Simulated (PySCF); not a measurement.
An unknown is described by computed data only.

Formula: C7H18P2.

- Dipole: 1.62 D [HF/pcSseg-1]
- 13C NMR: chemical shifts (computed TMS as zero) by class: 27.0 (1 C), 24.7 (1 C), 20.0 (2 C), 19.6 (1 C), 15.0 (1 C), 11.2 (1 C) ppm [GIAO HF/pcSseg-1]
- 1H NMR: chemical shifts (computed TMS as zero) by class: 3.00 (2 H), 1.22 (2 H), 1.15 (3 H), 1.00 (6 H), 0.85 (2 H), 0.78 (2 H), 0.68 (1 H) ppm [GIAO HF/pcSseg-1]
- Rotational structure: rotational constants A, B, C: 1.578, 0.548, 0.432 GHz [PBE0-D3(BJ)/def2-SVP]
- NMR, other nuclei: isotropic shieldings of nuclei other than C and H, by class: 378 (1 P), 498 (1 P) ppm [GIAO HF/pcSseg-1]

Electronic properties: PySCF, gas phase, density fitting. Levels stand in brackets. One conformer (not necessarily the lowest) at the PBE0-D3(BJ)/def2-SVP geometry, without solvent, vibrations or thermal averaging. NMR values are class means; diastereotopic atoms form classes of their own.

Problem. Give a SMILES that accounts for the data.

Solution. Numbering: `[CH3:1][CH2:2][P:3]([CH2:4][CH2:5][PH2:6])[CH:7]([CH3:8])[CH3:9]`. 7 carbons fall into 6 classes; from least to most shielded: sp3 carbon bound to phosphorus [C7] (27.0 ppm), sp3 carbon bound to phosphorus [C4] (24.7 ppm), methyl carbon [C8/C9] (20.0 ppm, 2 C), sp3 carbon bound to phosphorus [C2] (19.6 ppm), methyl carbon [C1] (15.0 ppm), sp3 carbon bound to phosphorus [C5] (11.2 ppm). Hydrogen classes from least to most shielded: 2 H on a phosphine phosphorus, P6 (3.00 ppm), 2 H on an sp3 carbon bound to phosphorus, C5 (1.22 ppm, a mean of values up to 0.8 ppm apart in this geometry), 3 H on a methyl carbon, C1 (1.15 ppm), 6 H on 2 methyl carbons, C8/C9 (1.00 ppm), 2 H on an sp3 carbon bound to phosphorus, C2 (0.85 ppm), 2 H on an sp3 carbon bound to phosphorus, C4 (0.78 ppm, a mean of values up to 0.6 ppm apart in this geometry), 1 H on an sp3 carbon bound to phosphorus, C7 (0.68 ppm). The other shieldings belong to: 378 ppm, phosphine phosphorus [P3]; 498 ppm, phosphine phosphorus [P6]. The optimised geometry has point group C1 and is an asymmetric top. Structure: `C(P(C(C)C)CCP)C`. Computed isomers that give other values at the same levels: `CP(CCP)C(C)(C)C` (rotational constant A: 2.076 GHz; this holds for the one conformer computed). The assignments are read from this structure; whether some other isomer fits the data as well wasn't checked.
